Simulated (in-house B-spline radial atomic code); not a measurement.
**The iodine ion I³⁺: [Kr] 4d10 4f1 5s2 5p1 (an excited or competing configuration)**

Method: non-relativistic TPSSh, spin-polarised, spherical fractional occupations, point nucleus. Calculated with an all-electron radial atomic-structure program (B-spline basis).

Screening seen three ways: the hydrogenic charge with the same mean radius, Z_r = [3n² - l(l+1)]/(2<r>), the one with the same energy, Z_e = n√(-2ε), and Slater's rules. Values are occupation-weighted means over spin.

```json
{"shell": "1s", "electrons": "2", "ε (eV)": "-31747", "<r> (bohr)": "0.02867", "Z_r": "52.32", "Z_e": "48.30", "Slater": "52.70"}
{"shell": "2s", "electrons": "2", "ε (eV)": "-4821.1", "<r> (bohr)": "0.1234", "Z_r": "48.62", "Z_e": "37.65", "Slater": "48.85"}
{"shell": "2p", "electrons": "6", "ε (eV)": "-4529.3", "<r> (bohr)": "0.1051", "Z_r": "47.55", "Z_e": "36.49", "Slater": "48.85"}
{"shell": "3s", "electrons": "2", "ε (eV)": "-1002.7", "<r> (bohr)": "0.3273", "Z_r": "41.25", "Z_e": "25.75", "Slater": "41.75"}
{"shell": "3p", "electrons": "6", "ε (eV)": "-879.75", "<r> (bohr)": "0.318", "Z_r": "39.31", "Z_e": "24.12", "Slater": "41.75"}
{"shell": "3d", "electrons": "10", "ε (eV)": "-652.41", "<r> (bohr)": "0.2888", "Z_r": "36.36", "Z_e": "20.77", "Slater": "31.85"}
{"shell": "4s", "electrons": "2", "ε (eV)": "-203.29", "<r> (bohr)": "0.7699", "Z_r": "31.17", "Z_e": "15.46", "Slater": "25.25"}
{"shell": "4p", "electrons": "6", "ε (eV)": "-160.01", "<r> (bohr)": "0.8048", "Z_r": "28.58", "Z_e": "13.72", "Slater": "25.25"}
{"shell": "4d", "electrons": "10", "ε (eV)": "-86.255", "<r> (bohr)": "0.9107", "Z_r": "23.06", "Z_e": "10.07", "Slater": "13.85"}
{"shell": "5s", "electrons": "2", "ε (eV)": "-45.393", "<r> (bohr)": "1.9", "Z_r": "19.73", "Z_e": "9.13", "Slater": "8.15"}
{"shell": "5p", "electrons": "1", "ε (eV)": "-35.181", "<r> (bohr)": "2.136", "Z_r": "17.09", "Z_e": "8.04", "Slater": "8.15"}
{"shell": "4f", "electrons": "1", "ε (eV)": "-14.154", "<r> (bohr)": "2.419", "Z_r": "7.44", "Z_e": "4.08", "Slater": "7.00"}
```

The least bound orbital is 4f up at -14.15 eV, and it is also the most diffuse (<r> = 2.419 bohr).

Caution: exact exchange at fractional occupations of open shells leaves self-interaction of up to several eV.
